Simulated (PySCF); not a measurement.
Method: TPSSh-D3(BJ)/def2-TZVP // TPSS-D3(BJ)/def2-SVP (PySCF). All species are isolated molecules in the gas phase. One relaxed conformer stands for a flexible species; it need not be the lowest. 

Reference species: [Y(NH2)3] (neutral, multiplicity 1).

```yaml
mean_distance_from_the_central_atom_to_its_bonded_neighbours: 2.162 Å
coordination_number: 3
HOMO–LUMO gap: 4.18 eV
charge on the central atom (Mulliken): 1.44 e
```

Changed species: [Y(OH)(NH2)2] (2 of 3 OH replaced by NH2; the reference has 3 of 3 OH replaced by NH2).

**Question.** What does the change do to the mean distance from the central atom to its bonded neighbours, coordination number, HOMO–LUMO gap and charge on the central atom (Mulliken)?

**Answer.** the mean distance from the central atom to its bonded neighbours decreases by 0.040 Å, to 2.122 Å; the coordination number stays essentially unchanged; the HOMO–LUMO gap is nearly the same; the charge on the central atom (Mulliken) rises by 0.03 e, to 1.47 e.
